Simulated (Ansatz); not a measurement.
`CC(F)(F)CC(F)F` → `FC[C@@H](F)[C@H](F)CF`  (isomerisation)

Isolated molecules relaxed with PBE0-D4/def2-TZVP in Ansatz; ΔE leaves out vibrations. CCSD(T)/CBS adds triple-zeta CCSD(T) − MP2 to the extrapolated MP2 energy (def2 sets, frozen cores). DFT in def2-TZVPP. One conformer a species, not always the lowest.

| level | ΔE (kJ/mol) | difference from CCSD(T)/CBS |
| --- | --- | --- |
| LDA (SPW92) | 113.4 | 13.1 |
| r2SCAN-D4 | 108.0 | 7.7 |
| PBE0-D4 | 102.2 | 1.9 |
| r2SCANh-D4 | 108.1 | 7.8 |
| r2SCAN0-D4 | 108.2 | 7.9 |
| PBE-QIDH | 105.2 | 4.9 |
| BLYP | 90.9 | -9.4 |
| PBE0 | 101.3 | 1.0 |
| r2SCAN0 | 107.8 | 7.5 |
| BHLYP | 97.0 | -3.3 |
| CCSD(T)/def2-SVP | 115.7 | 15.4 |
| CCSD/def2-TZVPP | 99.4 | -0.9 |
| CCSD(T)/def2-TZVPP | 101.3 | 1.0 |
| MP2/def2-QZVPP | 104.7 | 4.4 |
| HF/CBS(def2) | 95.2 | -5.1 |
| MP2/CBS(def2) | 104.3 | 4.0 |
| CCSD(T)/CBS | 100.3 | 0 |

Largest T1 diagnostic among the species: 0.011.

In def2-TZVPP, CCSD(T) changes the Hartree–Fock value by +5.7 kJ/mol (the triples alone add +1.9 kJ/mol) and MP2 by +9.8 kJ/mol. From BLYP to BHLYP (50 % exact exchange), in def2-TZVPP and without D4, ΔE moves by +6.1 kJ/mol. At CCSD(T), def2-SVP lies +15.4 kJ/mol from the extrapolated value and def2-TZVPP +1.0 kJ/mol.
